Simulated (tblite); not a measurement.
Compound: C₄H₁₁NOSi.
Structure used (GFN2-xTB), in Å, numbered top down from 1:
```xyz
18
C4H11NOSi angstrom
O      3.0967   -0.1498   -1.0796
Si     2.4220    0.2171    0.3519
N      0.8060   -0.3840    0.3868
C     -0.1620   -0.1121   -0.6340
C     -1.3876   -1.0472   -0.6937
C     -2.2994    0.1830   -0.8158
C     -1.1174    1.0883   -0.4398
H      3.0681   -1.0426   -1.4132
H      2.6105    1.6649    0.3494
H      3.0581   -0.4672    1.4770
H      0.3657   -0.4665    1.2913
H      0.3640   -0.0598   -1.5882
H     -1.4147   -1.7551   -1.5192
H     -1.5296   -1.5880    0.2406
H     -2.6472    0.3487   -1.8330
H     -3.1540    0.2101   -0.1430
H     -0.9411    1.9513   -1.0772
H     -1.1467    1.4150    0.5985
```

All values are computed: GFN2-xTB (tblite) harmonic vibrations without scaling, gas phase. Against measured fundamentals such values can be off by several per cent, at times by over 20. Modes of hydrogen on silicon can be 10 to 20 % off. One conformer, not necessarily the lowest.

Harmonic wavenumbers (cm⁻¹): 48.0, 68.2, 93.1, 138.9, 260.6, 326.0, 366.7, 398.0, 544.5, 569.3, 605.1, 672.0, 748.6, 788.2, 796.9, 813.3, 822.5, 853.2, 908.8, 968.1, 978.1, 1033.2, 1045.5, 1053.3, 1094.1, 1183.0, 1183.8, 1194.5, 1231.2, 1239.3, 1243.5, 1258.8, 1284.0, 1397.6, 1472.9, 1473.2, 1494.1, 2245.8, 2280.6, 2969.9, 2994.9, 3001.4, 3010.9, 3014.9, 3015.4, 3024.0, 3445.5, 3670.5.

A = 5498, B = 1043, C = 1018 MHz; mass 117.061 u (most abundant isotopes); point group C1, symmetry number 1.

Q: What is the zero-point energy?

A: ½Σν̃ = 32162 cm⁻¹ = 91.96 kcal/mol.

Q: What is S at 400 K and 1 bar for an ideal gas of classical rigid rotors and harmonic oscillators?

A: Translation 41.67, rotation 29.28, vibration 33.88: S = 104.8 cal/(mol K).

Q: And Cp and H(400 K) − H(0)?

A: Cp = 44.78 cal/(mol K), of which vibrations give 36.84 (their classical limit is 48 R = 95.4); H(400 K) − H(0) = 10.24 kcal/mol without the zero-point energy, 7.06 from vibrations.

Q: Which modes carry the vibrational entropy at 400 K?

A: 48.0 cm⁻¹: 5.48; 68.2 cm⁻¹: 4.78; 93.1 cm⁻¹: 4.17; 138.9 cm⁻¹: 3.39; 260.6 cm⁻¹: 2.19; 326.0 cm⁻¹: 1.78 cal/(mol K); the other 42 give 12.09 together.

Q: How do the functions run with temperature in this model?

A: 
```csv
T (K),S (cal/(mol K)),Cp (cal/(mol K)),H − H(0) (kcal/mol),G − H(0) (kcal/mol),ln q(vib)
100,67.7,16.6,1.24,-5.53,1.66
200,81.5,24.6,3.28,-13.02,3.84
300,93.4,34.8,6.25,-21.78,5.98
500,115.8,53.2,15.15,-42.73,10.41
800,144.8,70.1,33.89,-81.95,17.08
1000,161.3,77.4,48.68,-112.60,21.29
```

q(vib) and H(0) count from the zero-point level.

Q: Blend soft modes into free rotors: weight 1/[1 + (100 cm⁻¹/ν̃)⁴] for the oscillator and the rest for a rotor with moment μB/(μ + B), μ = h/(8π²ν), B = 10⁻⁴⁴ kg m². What vibrational entropy results?

A: 30.67 cal/(mol K) in place of 33.88, which changes −T·S at 400 K by +1.29 kcal/mol.

Hindered rotation and anharmonicity are outside this model. Other conformers, if any are populated, would add a mixing term that is left out. The structure is chiral; the term R ln 2 for an equal mix with its mirror image is left out.
